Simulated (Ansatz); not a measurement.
Gas-phase electronic energies from Ansatz, PBE0-D4/def2-TZVP geometries. CCSD(T)/CBS adds triple-zeta CCSD(T) − MP2 to the extrapolated MP2 energy (def2 sets, frozen cores). This one scheme is used for every species. Functionals use def2-TZVPP. B3LYP here is the variant with VWN-RPA as its local correlation; programs differ in this. One conformer a species, not always the lowest.

Reaction (redistribution): `C[CH2][Al]([SiH3])[Cl]` + `N#C[SiH3]` → `[SiH3][AlH][Cl]` + `CC[SiH2]C#N`

```csv
level,ΔE (kcal/mol),difference from CCSD(T)/CBS
r2SCAN-D4,-1.3,0.2
ωB97X-V,-1.9,-0.4
PBE0,-1.5,0.0
B3LYP,-1.1,0.4
HF/def2-TZVPP,-2.6,-1.1
SCS-MP2/def2-TZVPP,-1.5,0.0
CCSD/def2-TZVPP,-1.5,0.0
CCSD(T)/def2-TZVPP,-1.4,0.1
HF/def2-QZVPP,-2.6,-1.1
HF/CBS(def2),-2.6,-1.1
CCSD(T)/CBS,-1.5,0
```

Largest T1 diagnostic among the species: 0.013.

In def2-TZVPP, CCSD(T) changes the Hartree–Fock value by +1.2 kcal/mol (the triples alone add +0.2 kcal/mol) and MP2 by +1.2 kcal/mol.
